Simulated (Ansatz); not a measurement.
C2H9NSi2 can be A, `C=C[SiH2]N[SiH3]`, or B, `C=C(N)[SiH2][SiH3]`.

Computed with Ansatz on PBE0-D4/def2-TZVP structures; ΔE is electronic, products minus reactants. CBS: MP2 limit from def2 TZ/QZ plus the TZ coupled-cluster correction, frozen cores. DFT in def2-TZVPP. B3LYP here is the variant with VWN-RPA as its local correlation; programs differ in this. One conformer a species, not always the lowest.

Problem. Which is lower in electronic energy at CCSD(T)/CBS, and by how much? (Estimate.)

Solution. Computed: A, by 36.7 kcal/mol.

Problem. Give E(B) − E(A) in kcal/mol with LDA (SPW92), MP2/def2-TZVPP, CCSD(T)/def2-TZVPP, PBE-D4, BLYP-D4, B3LYP, B3LYP-D4. (An estimate is asked.)

Solution. Computed: LDA (SPW92) 24.7, MP2/def2-TZVPP 38.3, CCSD(T)/def2-TZVPP 36.2, PBE-D4 26.3, BLYP-D4 31.6, B3LYP 34.3, B3LYP-D4 33.8. None reverses the order clearly.

Problem. Does the order hold for the free energy at 298.15 K (harmonic terms from PBE0-D4)? (Best estimate.)

Solution. The calculation gave: Yes: G(B) − G(A) = +37.6 kcal/mol, for one conformer each. Modes under 60 cm⁻¹, often nearly free rotors, make the harmonic entropy too high.

Largest T1 diagnostic: 0.013.

From r2SCAN to r2SCAN0 (25 % exact exchange), in def2-TZVPP and without D4, E(B) − E(A) moves by +1.8 kcal/mol. Leaving LDA and LC-ωPBE aside and taking each functional with its dispersion term where it has one, the values, not all of them listed here, spread over 11.2 kcal/mol, from PBE-D4 to BHLYP-D4. LDA lies −2.0 kcal/mol from PBE without D4.
